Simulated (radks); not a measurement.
Initial-state core-level shifts of the europium ion Eu+ when its valence configuration changes from [Xe] 4f7 6s1. Method: Dirac Kohn-Sham, PBE, spin-unpolarised, spherical densities, finite nucleus; open shells fill j = l - 1/2 first; Fermi nuclear charge, rms radius 5.1115 fm; computed with a radial shooting solver on a logarithmic mesh with Libxc functionals. Shifts are changes of the shell-averaged eigenvalues in eV (positive: less bound); the change of the density at the nucleus, which sets a Mossbauer isomer shift, is in e/bohr^3, on a base of 5.792e+05.

valence,3s,3d,4s,5s,density at nucleus
4f8,+6.530,+6.474,+6.439,+4.397,-45.82
4f7 5d1,+1.714,+1.725,+1.739,+1.895,-30.41
4f7 6p1,-1.063,-1.065,-1.072,-1.118,-27.68
4f6 5d1 6s1,-7.544,-7.440,-7.169,-3.508,+28.45
4f5 5d2 6s1,-16.648,-16.415,-15.526,-7.113,+63.54
4f6 5d1 6p1,-8.598,-8.495,-8.227,-4.574,-2.11
4f4 5d2 6s1 6p1,-30.767,-30.396,-28.518,-14.349,+114.58
4f7 6s0.5 6p0.5,-0.535,-0.536,-0.540,-0.562,-13.67
4f6 6s2,-9.937,-9.847,-9.565,-5.895,+69.85
